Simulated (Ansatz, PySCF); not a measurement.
Sn(H)(F)2(vinyl) (C2H4F2Sn), SMILES [F][SnH]([CH]=C)[F]. Atoms are numbered in the order given.

```xyz
9

Sn     0.2498    -0.1072     0.1515
F      1.2675     1.4543     0.6664
F      1.3367    -0.8366    -1.2719
C     -1.6130     0.5027    -0.6362
C     -2.7595     0.0416    -0.1311
H      0.2919    -1.2073     1.4533
H     -1.6142     1.2097    -1.4728
H     -2.7975    -0.6661     0.7051
H     -3.7296     0.3538    -0.5350
```

Coordinates come from a PBE0-D3(BJ)/def2-SVP optimisation. The structure was generated by enumeration; whether it is a known compound was not checked. The def2 effective core potentials stand for the cores of Sn; spin–orbit coupling is left out. One conformer was computed; it need not be the lowest.

Two levels are set side by side: PBE-D3(BJ)/def2-SVP (Ansatz, a program for electronic structure) and PBE0-D3(BJ)/def2-SVP (Ansatz). Each level has its own optimised geometry; the coordinates shown are those of the second. Frequencies come from the Hessian of PySCF at each geometry. Differences are taken from unrounded values.

```
quantity                            PBE0-D3(BJ)
----------------------------------  -----------
mean bond length (Å)                      1.538
bond Sn1–F2 (Å)                           1.934
bond Sn1–F3 (Å)                           1.934
bond Sn1–C4 (Å)                           2.112
bond C4–C5 (Å)                            1.335
bond Sn1–H6 (Å)                           1.705
bond C4–H7 (Å)                            1.095
bond C5–H8 (Å)                            1.096
bond C5–H9 (Å)                            1.096
highest harmonic wavenumber (cm⁻¹)         3234
mean harmonic wavenumber (cm⁻¹)            1101
zero-point energy (kcal/mol)              33.06
```

Question: What does PBE-D3(BJ) give, and how far is it from PBE0-D3(BJ)? (The exact figures need the calculation; the answer reports its results.)

Answer: 
```
quantity                            PBE-D3(BJ)  PBE-D3(BJ) minus PBE0-D3(BJ)
----------------------------------  ----------  ----------------------------
mean bond length (Å)                     1.554                         0.015
bond Sn1–F2 (Å)                          1.956                         0.022
bond Sn1–F3 (Å)                          1.956                         0.022
bond Sn1–C4 (Å)                          2.135                         0.022
bond C4–C5 (Å)                           1.344                         0.009
bond Sn1–H6 (Å)                          1.725                         0.020
bond C4–H7 (Å)                           1.103                         0.008
bond C5–H8 (Å)                           1.104                         0.008
bond C5–H9 (Å)                           1.105                         0.008
highest harmonic wavenumber (cm⁻¹)        3138                           -97
mean harmonic wavenumber (cm⁻¹)           1059                           -43
zero-point energy (kcal/mol)             31.78                         -1.28
```

Exact exchange shortens and stiffens bonds; PBE has none. Differences between two approximate levels are no errors against the true value.
